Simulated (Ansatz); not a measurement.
CH8Si2Te can be A, `[SiH3]C[Te][SiH3]`, or B, `[SiH3][SiH2]C[TeH]`.

Calculated with Ansatz (gas phase, PBE0-D4/def2-TZVP geometries, no zero-point term in ΔE). CBS: MP2 limit from def2 TZ/QZ plus the TZ coupled-cluster correction, frozen cores. DFT in def2-TZVPP. B3LYP here is the variant with VWN-RPA as its local correlation; programs differ in this. Elements past krypton have def2 core potentials. For Te outer-core shells are correlated without core-valence functions, which leaves a few kJ/mol of doubt a bond. Each species was taken in one conformer, which may not be the lowest.

Which is lower in electronic energy at CCSD(T)/CBS, and by how much? (An estimate is asked.)

Computed: A, by 55.0 kJ/mol.

Give E(B) − E(A) in kJ/mol with HF/def2-TZVPP, MP2/def2-TZVPP, B2PLYP, B3LYP-D4, r2SCAN-D4, B3LYP, CCSD(T)/def2-TZVPP. (Estimate.)

Computed: HF/def2-TZVPP 62.0, MP2/def2-TZVPP 61.1, B2PLYP 55.6, B3LYP-D4 52.7, r2SCAN-D4 51.2, B3LYP 52.7, CCSD(T)/def2-TZVPP 50.6. None reverses the order clearly.

Largest T1 diagnostic: 0.012.

From PBE to PBE0 (25 % exact exchange), in def2-TZVPP and without D4, E(B) − E(A) moves by +3.3 kJ/mol.
